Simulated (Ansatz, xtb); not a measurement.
Dimer: HF (SMILES F) (first 2 atoms) with H2S (SMILES S); geometry from B3LYP-D3(BJ)/def2-TZVP.
(charge 0, multiplicity 1):
```csv
atom,x (Å),y (Å),z (Å)
F,-0.3220,1.2299,0.1026
H,-0.0385,0.6519,0.7866
S,0.4358,-0.7139,2.4996
H,-0.1423,0.0907,3.4072
H,-0.6831,-1.4397,2.3360
```

Counterpoise-corrected where a basis set is named; no monomer relaxation.

Codes used: Ansatz (Gaussian basis) for Hartree–Fock, density functionals and correlated methods; xtb for the GFN methods. Values without a source in brackets are computed.

Q: One of these levels gives -26.6 kJ/mol for the interaction energy. Name it.
A) GFN-FF
B) PBE/def2-TZVPPD
C) BHLYP/def2-TZVPPD

A: B, PBE/def2-TZVPPD. The others give -19.0 (GFN-FF), -22.4 (BHLYP/def2-TZVPPD)

Ansatz is a program for electronic structure.
